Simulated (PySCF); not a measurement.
Compound: BiMe2(OMe), C₃H₉BiO.
Bonds: Bi1–C2, Bi1–C6, Bi1–O10, O10–C11. Hydrogens: H3, H4, H5 on C2; H7, H8, H9 on C6; H12, H13, H14 on C11.

Computed by this run: PBE0-D3(BJ)/def2-SVP geometry optimisation, gas phase, def2 core potentials past Kr in PySCF 2.14.0; density fitting, grid level 1; the optimiser is geomeTRIC in internal coordinates, started from a GFN2-xTB structure with every atom displaced at random (about 0.03 Å).

Step 0: E = -11134.3451 eV
```
atom  x, y, z in Å  |  force x, y, z in eV/Å
Bi1     0.3579    0.3687    1.0107   -1.169   0.611  -0.454
C2      2.0806    0.3820   -0.3615    0.586   0.268   0.959
H3      2.3799    1.3938   -0.5824    0.376   0.767   0.152
H4      1.8785   -0.0630   -1.2854   -0.957  -1.007  -1.838
H5      2.8901   -0.2021    0.0538    0.628  -0.066   0.446
C6     -0.7069    1.9921   -0.3363    3.119  -0.039   2.386
H7     -0.0410    2.8498   -0.4126    0.223   0.290  -0.015
H8     -1.6173    2.2737    0.0466   -2.604   0.767   1.252
H9     -0.8215    1.5403   -1.2425   -0.309  -1.606  -3.015
O10    -0.6301   -1.1798   -0.0652    0.114   0.241   0.074
C11    -1.2981   -2.1551    0.6784   -0.068   0.372  -0.679
H12    -0.5745   -2.6705    1.3578   -0.659  -0.320  -0.110
H13    -1.7633   -2.8441   -0.0830    0.414   0.023   0.772
H14    -2.1536   -1.7295    1.2648    0.306  -0.302   0.070
```

Question: Estimate the geometry and energy of step 1. (The exact step hangs on the optimiser's Hessian estimate; all steps are aligned on step 0, rigid shifts and turns removed.)

Answer: E = -11134.8016 eV, largest force 0.577 eV/Å
```
atom  x, y, z in Å  |  force x, y, z in eV/Å
Bi1     0.3130    0.4311    0.9806    0.401  -0.337   0.243
C2      2.1271    0.4086   -0.3931    0.064  -0.111  -0.069
H3      2.4484    1.4397   -0.6046    0.009  -0.002   0.080
H4      1.8589   -0.0820   -1.3428   -0.165   0.014   0.131
H5      2.9521   -0.1559    0.0675   -0.034   0.081   0.029
C6     -0.6886    1.9451   -0.2974   -0.033   0.180  -0.119
H7     -0.0254    2.8183   -0.3753   -0.106   0.062  -0.100
H8     -1.6616    2.2276    0.1258   -0.009   0.025  -0.103
H9     -0.7982    1.4395   -1.2662   -0.119   0.137  -0.049
O10    -0.6268   -1.1456   -0.0746   -0.166  -0.318   0.209
C11    -1.3141   -2.1195    0.6613   -0.027   0.360  -0.305
H12    -0.6828   -2.6804    1.3774    0.070  -0.047   0.024
H13    -1.7418   -2.8496   -0.0474    0.071  -0.086  -0.028
H14    -2.1797   -1.7207    1.2320    0.042   0.042   0.057
```

The energy changes by -0.4565 eV. The first-order estimate −F·Δx gives -1.0321 eV and the mean of the old and new forces, exact on a quadratic surface, -0.4678 eV. The step makes an angle of 57° with the force vector and moves no atom by more than 0.111 Å.

What follows is the cost of the whole optimisation. Time: 56 s of wall time; peak memory 0.53 GiB. Hardware: one thread of an Intel Xeon Platinum 8488C, shared host.
